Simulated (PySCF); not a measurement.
CH6BClO2Si. Atoms are numbered in the order given.

```xyz
12

Si     0.8869    -0.3106     0.3179
Cl     2.6581     0.4407    -0.4602
C     -0.5831     0.5097    -0.4915
B     -1.9462    -0.0754     0.0758
O     -2.8143    -0.8016    -0.6764
O     -2.3038     0.0885     1.3791
H      0.8921    -0.0329     1.7845
H      0.8781    -1.7828     0.0911
H     -0.4860     0.3995    -1.5840
H     -0.5080     1.5885    -0.2681
H     -2.5320    -0.8948    -1.5889
H     -1.6738     0.6037     1.8885
```
Charge 0, spin multiplicity 1.

Coordinates come from a PBE0-D3(BJ)/def2-SVP optimisation. This is a generated structure with no PubChem entry under its InChIKey; it may be hypothetical. Other conformers were not sampled.

The numbers are results of PySCF 2.14.0 with TDA-PBE0/def2-SVPD, not measurements.

Vertical excitations. The molecule is in vacuum.

Computed excitation energies, oscillator strengths and character:
```
state  energy (eV)  λ (nm)      f                                              main pairs
-----  -----------  ------  -----  ------------------------------------------------------
S1            7.13     174  0.007                                          HOMO→LUMO 87 %
S2            7.32     169  0.013                    HOMO−1→LUMO 71 %, HOMO−1→LUMO+1 26 %
S3            7.54     165  0.085                                        HOMO→LUMO+1 82 %
S4            7.73     160  0.002                    HOMO−1→LUMO+1 65 %, HOMO−1→LUMO 23 %
S5            7.90     157  0.002                                        HOMO−2→LUMO 86 %
S6            7.99     155  0.014                                        HOMO−3→LUMO 80 %
S7            8.23     151  0.034   HOMO→LUMO+2 58 %, HOMO−3→LUMO+1 23 %, HOMO→LUMO+3 9 %
S8            8.38     148  0.029                    HOMO−3→LUMO+1 48 %, HOMO→LUMO+2 32 %
S9            8.44     147  0.007                                        HOMO→LUMO+3 69 %
S10           8.50     146  0.004                  HOMO−1→LUMO+2 71 %, HOMO−1→LUMO+3 20 %
T1            6.73     184      0                        HOMO→LUMO 64 %, HOMO→LUMO+1 31 %
T2            6.91     179      0                    HOMO−1→LUMO 63 %, HOMO−1→LUMO+1 31 %
T3            7.25     171      0                        HOMO→LUMO+1 61 %, HOMO→LUMO 30 %
T4            7.50     165      0  HOMO−1→LUMO+1 35 %, HOMO−2→LUMO 31 %, HOMO−1→LUMO 15 %
```
Triplets are in the Tamm–Dancoff approximation.
